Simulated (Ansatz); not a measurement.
System: sum formula BNH$_{2}$F, net charge 0, doublet state. It need not be the lowest isomer of its formula. 
Geometry from a B3LYP-D3(BJ)/def2-TZVP (Ansatz, a quantum-chemistry and plane-wave program) optimisation:
```
N
H 1 1.0044
H 1 1.0119 2 114.53
B 1 1.3859 2 122.64 3 -180.00
F 4 1.3284 1 122.77 2 180.00
```
Charge 0, spin multiplicity 2.

Basis-set convergence of Hartree-Fock and MP2 correlation energies (hartree) with Ansatz. Valence correlation only, unless marked. Open shells are spin-unrestricted. No spin-orbit coupling. No relativistic terms.

| basis | functions | E(HF) | E(corr, MP2) |
|---|---|---|---|
| cc-pVDZ | 52 | -179.78706 | -0.41781 |
| cc-pVTZ | 118 | -179.85295 | -0.53721 |
| cc-pVQZ | 225 | -179.86760 | -0.58116 |
| cc-pV5Z | 383 | -179.87127 | -0.59902 |

Extrapolating the two largest sets (X = 4 and 5) as X^-3: E(corr) = (125·(-0.59902) - 64·(-0.58116))/61 = -0.6178 Eh, an estimate of the basis-set limit. The largest set recovers 97.0 % of it, the smallest 67.6 %.
